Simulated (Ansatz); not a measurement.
Basis-set extrapolation for CH4BFN2 (`N=C(N)BF`) (PBE0-D4/def2-TZVP geometry, frozen core, Ansatz). Multiplicity 1, RHF reference.

```json
{"": "HF", "def2-TZVPP": "-273.374726", "def2-QZVPP": "-273.387363"}
{"": "MP2 correlation", "def2-TZVPP": "-0.913280", "def2-QZVPP": "-0.983485"}
{"": "CCSD(T) correlation", "def2-TZVPP": "-0.972862", "def2-QZVPP": "-1.037772"}
```

Energies in hartree. Use E(X) = E(∞) + A·exp(−7.88·√X) for Hartree–Fock and E(X) = E(∞) + B·X^(−2.97) for correlation, with X = 3 and 4.

Q: What is the CCSD(T) energy at the basis-set limit?

A: HF limit: -273.387363 + (-0.012637) × 0.13774 = -273.38910. Correlation limit: -1.037772 + (-0.064910) × 0.74074 = -1.08585. Total: -274.47495 hartree, 334.4 kJ/mol below CCSD(T)/def2-TZVPP.
